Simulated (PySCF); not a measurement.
Gas-phase reaction: 2 Br2 + BCl = BBr3 + BrCl

Method: PySCF energies (xtb for GFN2) plus ideal-gas RRHO corrections (1 bar). † marks an energy on the PBE0/def2-TZVP geometry and frequencies; other levels use their own. MP2 and CCSD(T) freeze the core. All species are closed-shell singlets. B3LYP is the form with VWN-RPA correlation. Br: all electrons, no relativistic terms. MP2 isn't extrapolated to the basis-set limit; its ΔH°(298 K) is -489.1 kJ in def2-SVP and -488.5 kJ in def2-TZVPP. CCSD(T) isn't extrapolated to the basis-set limit; its ΔH°(298 K) is -439.3 kJ in def2-SVP and -439.5 kJ in def2-TZVPP. The harmonic model lacks anharmonicity and excited electronic states, which grow with temperature; levels with a mode under 35 cm⁻¹ are left out.

ΔH° and ΔS° at 298 K: B3LYP/def2-TZVP† -421 kJ, -139 J/K; CCSD(T)/def2-SVP† -439 kJ, -139 J/K; CCSD(T)/def2-TZVPP† -440 kJ, -139 J/K; GFN2-xTB -384 kJ, -136 J/K; MP2/def2-SVP† -489 kJ, -139 J/K; PBE/def2-SVP -466 kJ, -139 J/K.

Task: With the heat capacities included, give log10 K (1 bar) at 500, 600, 1200, 1400, 2500 K from B3LYP/def2-TZVP†, CCSD(T)/def2-SVP†, CCSD(T)/def2-TZVPP†, GFN2-xTB, MP2/def2-SVP†, PBE/def2-SVP.

Result: 
```
T (K)  B3LYP/def2-TZVP†  CCSD(T)/def2-SVP†  CCSD(T)/def2-TZVPP†  GFN2-xTB  MP2/def2-SVP†  PBE/def2-SVP
-----  ----------------  -----------------  -------------------  --------  -------------  ------------
500                36.7               38.6                 38.6      33.1           43.8          41.5
600                29.3               31.0                 31.0      26.4           35.3          33.3
1200               11.1               12.0                 12.0       9.8           14.1          13.1
1400                8.6                9.3                  9.3       7.5           11.1          10.3
2500                1.8                2.2                  2.2       1.3            3.2           2.8
```
